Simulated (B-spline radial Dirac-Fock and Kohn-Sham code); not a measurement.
**Satellites and hypersatellites of the K lines of Cs⁴⁺**

System: the Cs⁴⁺ ion, configuration [Kr] 4d10 5s2 5p3.

Input file task.json (cfg lists n, l and occupation; rrms is the nuclear radius in fm):

```json
{"items": [{
  "Z": 55,
  "q": 4,
  "cfg": [[1, 0, 2], [2, 0, 2], [2, 1, 6], [3, 0, 2], [3, 1, 6], [3, 2, 10], [4, 0, 2], [4, 1, 6], [4, 2, 10], [5, 0, 2], [5, 1, 3]],
  "A": 133,
  "rrms": 4.8041,
  "do": ["binding", "quiet", "double"]
}]}
```

Launch: `python xray_run.py task.json out`

Level of theory: ΔSCF Dirac-Fock with Breit, self-energy and vacuum polarisation, finite nucleus, configuration average; a radial finite-basis atomic code. Each two-hole energy is an average over J within one jj subconfiguration, not an observable level; in light atoms, where LS coupling holds, the j-resolved values are not observed lines, and for a K spectator the Kα1 hypersatellite is nearly forbidden. Correlation energy is missing from these numbers.

Lines without a spectator: Kα2 (K-L2) 30622.7 eV, Kα1 (K-L3) 30970.4 eV, Kβ3 (K-M2) 34913.9 eV, Kβ1 (K-M3) 34981.9 eV. Shifts in eV with one spectator hole (a dash: not computed, or left out as unreliable):

```tsv
spectator hole	Kα2	Kα1	Kβ3	Kβ1
K (1s)	+650.3	+675.8	+832.6	+838.2
L2 (2p1/2)	+73.8	+94.4	–	+196.1
L3 (2p3/2)	+68.9	+70.3	+168.5	–
M2 (3p1/2)	–	+11.71	+25.55	+31.1
M3 (3p3/2)	+8.11	–	+25.52	+25.27
M4 (3d3/2)	+1.75	-1.24	–	–
M5 (3d5/2)	-1.90	+0.41	–	–
```

Run: 43 s of CPU time on 1 thread of Intel(R) Xeon(R) Platinum 8488C (shared host), peak memory 0.48 GiB.
